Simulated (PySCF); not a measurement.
Dipole response of Rh (rhodium, neutral)

[Kr] 4d7 5s2, high-spin 4F determinant (an excited configuration). All numbers are calculated (PySCF 2.14, the spin-free X2C one-electron Hamiltonian (Gaussian nucleus), in ANO-RCC-VTZP (7s6p4d2f1g, 68 functions)). Coupled (time-dependent) response in atomic units; α is the mean over directions. The basis has no added diffuse functions, which lowers α and C₆.

```tsv
method	mean α (bohr³)	C₆ (like pair)	S(−4)
r2SCAN0	59.86	637.0	1484
BP86	54.51	551.5	1253
```

S(−4) is the Cauchy moment in α(ω) = α(0) + S(−4) ω² + …

Spin-orbit coupling is absent.

α(iu) at BP86:

```
u (hartree)  α(iu) (bohr³)
          0          54.51
     0.0500          51.59
      0.100          44.79
      0.200          30.62
      0.300          21.29
      0.500          12.32
      0.750          7.881
       1.00          5.749
       1.50          3.595
       2.00          2.476
       3.00          1.362
       5.00         0.5805
```

A single London oscillator, α(iu) = α/(1 + u²/ω²), gives C₆ = (3/4) ω α². Matching the computed C₆ needs ω = 4 × 551.5 / (3 × 54.51²) = 0.247 hartree.
